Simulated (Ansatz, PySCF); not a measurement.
Bond stretch in Ti(Cl)2(O), SMILES [O]=[Ti]([Cl])[Cl] (Cl2OTi). The Ti1–Cl4 bond (Ti1 also carries Cl, O; Cl4 carries nothing else) is varied alone, starting from the PBE0/def2-TZVP optimised geometry. Each curve is given relative to its own lowest point near equilibrium.

| R / Å | A | B | C |
|---|---|---|---|
| 1.82 | 214.0 | 218.4 | 297.6 |
| 1.97 | 66.0 | 69.2 | 114.0 |
| 2.11 | 10.3 | 11.9 | 33.7 |
| 2.18 | 1.2 | 1.8 | 13.8 |
| 2.22 | 0.0 | 0.0 | 6.7 |
| 2.30 | 4.2 | 3.3 | 0.0 |
| 2.39 | 16.9 | 15.1 | 1.4 |
| 2.49 | 37.3 | 35.3 | 10.7 |
| 2.72 | 96.9 | 96.0 | 51.0 |
| 2.93 | 155.1 | 156.9 | 98.7 |
| 3.25 | 237.9 | 245.6 | 175.6 |
| 3.66 | 324.0 | 342.0 | 266.4 |
| 4.14 | 376.0 | 399.2 | 351.6 |
| 4.65 | 399.5 | 410.1 | 416.4 |
| 5.43 | 415.2 | 413.4 | 474.5 |
| 6.46 | 423.8 | 415.0 | 492.3 |

Energies in kJ/mol.

Problem. Match the curves with the methods PySCF with restricted MP2 (frozen core)/3-21G; unrestricted M06-2X/6-31G*, spherical d (PySCF); Ansatz (an electronic-structure program) with unrestricted PBE0/def2-TZVP.

Solution. A is UKS-PBE0; B is UKS-M06-2X/6-31G*; C is RMP2/3-21G.

The unrestricted determinant behind UKS-M06-2X/6-31G* is spin-contaminated at 4.14 to 6.46 Å (<S²> up to 1.0, against 0.00 for a pure singlet). The restricted form behind RMP2/3-21G keeps the bonding electrons paired and can't separate into open-shell fragments. The unrestricted determinant behind UKS-PBE0 is spin-contaminated at 3.66 to 6.46 Å (<S²> up to 0.8, against 0.00 for a pure singlet).
